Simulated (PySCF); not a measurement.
C4H9FSi, SMILES C[C@H]1C[C@@]1(F)[SiH3].

Coordinates come from a B3LYP-D3(BJ)/def2-SVP optimisation. The structure was generated by enumeration; whether it is a known compound was not checked.

Two levels are set side by side: PBE/def2-TZVP (PySCF) and PBE0/def2-TZVP (PySCF). Same geometry, gas phase. Differences are taken from unrounded values.

```
quantity                      PBE0
---------------------------  -----
orbital gap (eV)              8.57
highest occupied level (eV)  -7.87
lowest empty level (eV)       0.70
dipole moment (D)             1.77
mean polarisability (bohr³)   73.4
```

Task: What does PBE give, and how far is it from PBE0? (Estimate from the structure and the level; the computed values follow.)

Result: 
| quantity | PBE | PBE minus PBE0 |
|---|---|---|
| orbital gap (eV) | 6.36 | -2.21 |
| highest occupied level (eV) | -6.52 | 1.35 |
| lowest empty level (eV) | -0.16 | -0.86 |
| dipole moment (D) | 1.67 | -0.10 |
| mean polarisability (bohr³) | 76.1 | 2.7 |

Without exact exchange PBE keeps part of each electron's self-repulsion, which lifts occupied levels and narrows the gap. Loosely held outer electrons make PBE densities more polarisable. Differences between two approximate levels are no errors against the true value.

Rough cost on one machine, each run with all the roots and properties that it gave: PBE0 against PBE within a factor of 2.
